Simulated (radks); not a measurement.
Question: Co XIV, 14 electrons, occupied as [He] 2s2 2p5 3s2 3p3 (not the ground configuration). All-electron calculation, scalar-relativistic Kohn-Sham, LDA (Slater exchange, Perdew-Wang correlation), spin-polarised, spherical densities, finite nucleus; open shells are filled with parallel spins first; Fermi nuclear charge, rms radius 3.7875 fm. Program: a radial shooting solver on a logarithmic mesh with Libxc functionals. Some entries of the table are withheld. Estimate them.

| orbital | occ. | eigenvalue (hartree) | <r> (bohr) | r(max) (bohr) |
|---|---|---|---|---|
| 1s up | 1 | -296.2759 | 0.05626 | 0.03685 |
| 1s down | 1 | -295.9956 | 0.05623 | 0.03683 |
| 2s up | 1 | -49.15595 | 0.2508 | 0.2110 |
| 2s down | 1 | -48.80647 | 0.2510 | 0.2113 |
| 2p up | 3 | -44.80934 | 0.2192 | 0.1691 |
| 2p down | 2 | -44.39194 | 0.2196 | 0.1696 |
| 3s up | 1 | -16.26047 | 0.6528 | (1) |
| 3s down | 1 | -15.88652 | 0.6572 | (2) |
| 3p up | 3 | (3) | 0.6443 | 0.5910 |
| 3p down | 0 | (4) | 0.6496 | 0.5935 |

Answer: 
(1) 3s up r(max) (bohr): 0.6051
(2) 3s down r(max) (bohr): 0.6071
(3) 3p up eigenvalue (hartree): -14.89078
(4) 3p down eigenvalue (hartree): -14.51194
